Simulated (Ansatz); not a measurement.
Consider the ligand exchange at a Ge–C bond: `[NH2][GeH2][CH2][SiH3]` + H–F → `[NH2][GeH2][F]` + `C[SiH3]`.

Isolated molecules relaxed with PBE0-D4/def2-TZVP in Ansatz; ΔE leaves out vibrations. CCSD(T)/CBS is the MP2 limit (def2-TZVPP, def2-QZVPP) plus CCSD(T) − MP2 in def2-TZVPP, frozen cores. This one scheme is used for every species. Functionals use def2-TZVPP. B3LYP here is the variant with VWN-RPA as its local correlation; programs differ in this. For Ge outer-core shells are correlated without core-valence functions, which leaves a few kJ/mol of doubt a bond. Scalar relativity is left out up to krypton. One conformer a species, not always the lowest.

```json
{"level": "r2SCAN-D4", "ΔE (kcal/mol)": "-22.3"}
{"level": "PBE0-D4", "ΔE (kcal/mol)": "-19.5"}
{"level": "B3LYP-D4", "ΔE (kcal/mol)": "-22.1"}
{"level": "PBE0", "ΔE (kcal/mol)": "-21.3"}
{"level": "CCSD(T)/def2-TZVPP", "ΔE (kcal/mol)": "-19.2"}
{"level": "HF/def2-QZVPP", "ΔE (kcal/mol)": "-28.1"}
{"level": "MP2/CBS(def2)", "ΔE (kcal/mol)": "-17.8"}
{"level": "CCSD/CBS(def2)", "ΔE (kcal/mol)": "-19.4"}
```

Task: What does CCSD(T)/CBS give? (Estimate.)

Result: Computed: -18.6 kcal/mol. The listed levels differ from it by -3.7, -0.9, -3.5, -2.7, -0.6, -9.5, 0.8, -0.8 kcal/mol.

Largest T1 diagnostic among the species: 0.011.

From PBE to PBE0 (25 % exact exchange), in def2-TZVPP and without D4, ΔE moves by +0.8 kcal/mol. The D4 term adds +3.4 kcal/mol with B3LYP and +1.9 kcal/mol with PBE0; it sums over pairs of atoms, weighted by their polarisabilities, and B3LYP, whose exchange is more repulsive, gets the larger term.
